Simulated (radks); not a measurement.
The numbers below are computed, except where a source is named.
The iron anion Fe- inside a hard spherical wall (all orbitals vanish at R), configuration held at [Ar] 3d7 4s2 and not refilled when levels cross. Level of theory: scalar-relativistic Kohn-Sham, LDA (Slater exchange, Perdew-Wang correlation), spin-polarised, spherical densities, point nucleus; open shells are filled with parallel spins first (a radial shooting solver on a logarithmic mesh with Libxc functionals). Eigenvalues in eV for spin up, with the zero of energy where the potential of the charges vanishes at infinity; a dash marks a level that is unbound or too diffuse for the functional's potential to be trusted. A positive occupied level is held by the wall or, in an anion where self-interaction has pushed it up, behind a barrier. The pressure on the wall is -dE/dV.

R (bohr)  E (hartree)  kinetic (hartree)    e(3s)    e(3p)   e(3d)   e(4s)  e(5s, empty)  e(4p, empty)  pressure (GPa)
20        -1270.35167           1284.938  -85.793  -52.270  -0.468  -0.084             -             -         0.00401
15        -1270.34896           1284.925  -84.934  -51.421   0.317   0.374             -             -         0.00538
12        -1270.34655           1284.930  -84.522  -51.012   0.703   0.617         4.104         3.214          0.0221
10        -1270.34173           1284.948  -84.105  -50.596   1.102   0.909         5.679         3.799          0.0946
8         -1270.32505           1285.012  -83.267  -49.757   1.909   1.568         9.009         4.940           0.565
6         -1270.24968           1285.279  -81.129  -47.625   3.935   3.479        17.734         7.831            5.09
5         -1270.11881           1285.708  -78.697  -45.215   6.205   5.957        28.116        11.273            19.4
4         -1269.73887           1286.881  -73.846  -40.440  10.743  11.774        50.407        18.856            94.9
3.5       -1269.28107           1288.241  -69.560  -36.252  14.839  17.883        71.923        26.465             241
2         -1260.24839           1314.783  -30.859    2.461  57.393  109.79        322.01        128.34           11700
